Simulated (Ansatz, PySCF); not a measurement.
Torsion H3–S1–Pb2–H4 in H2PbS (SMILES [SH][PbH]); at each angle all else is relaxed with GFN2-xTB, and the levels are single points there.
Geometry at 180° (charge 0, multiplicity 1):
```xyz
4

S     -1.3081     0.6863     0.2670
Pb     1.1472     0.6665    -0.2407
H     -1.6013    -0.5469    -0.1268
H      1.3836     2.3846     0.3430
```

On the grid 0° to 330°, 270° is the highest and 180° the lowest point at wB97M-V/def2-TZVPP.

Correlated levels freeze the cores. Filled d and f shells under p-block atoms count as core.

Run with Ansatz (a program for electronic structure); PySCF for the dispersion terms. Values without a source in brackets are computed. In def2 rows elements past Kr take small-core potentials, without spin–orbit coupling.

| level | energy at 270° less that at 180° (meV) |
|---|---|
| HF/def2-SVP | 387.4 |
| HF/def2-TZVPP | 387.7 |
| HF/def2-QZVPP | 380.2 |
| SVWN5/def2-TZVPP | 553.0 |
| BLYP-D4/def2-TZVPP | 481.6 |
| B3LYP-D4/def2-TZVPP | 459.6 |
| PBE0/def2-TZVPP | 459.9 |
| SCS-MP2/def2-QZVPP | 406.2 |
| CCSD(T)/def2-TZVPP | … |

Task: Complete the blanks.

Result: 
- CCSD(T)/def2-TZVPP, energy at 270° less that at 180° (meV): 425.7
